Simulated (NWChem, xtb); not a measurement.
## A ladder of methods for SnH4O (Sn(OH)H3)

SnH4O has 6 atoms, charge 0, and is taken as a singlet. As SMILES, `[H][Sn]([H])([H])[OH]`. Geometry: a GFN2-xTB relaxation, a rough one for these elements and not checked as a minimum.

Each level gives the dipole moment (D). The values are calculated.

| level | kind | program | value (D) | CPU time |
| --- | --- | --- | --- | --- |
| GFN2-xTB | semi-empirical | xtb | 1.71 | under 2 s |
| GFN0-xTB | semi-empirical | xtb | 1.58 | under 2 s |
| GFN1-xTB | semi-empirical | xtb | 2.70 | under 2 s |
| HF/def2-SVP (core potential) | Hartree–Fock | NWChem | 1.99 | 7.5 s |
| M06-2X/def2-SVP (core potential) | hybrid meta-GGA | NWChem | 1.75 | 26 s |
| PBE0/def2-SVP (core potential) | global hybrid | NWChem | 1.66 | 18 s |
| TPSSh/def2-SVP (core potential) | hybrid meta-GGA | NWChem | 1.56 | 24 s |

The values span 1.56 to 2.70 D. Magnitudes only. Times are those of the runs behind each value, whatever else they computed, on shared processors of several kinds: orders of magnitude only.
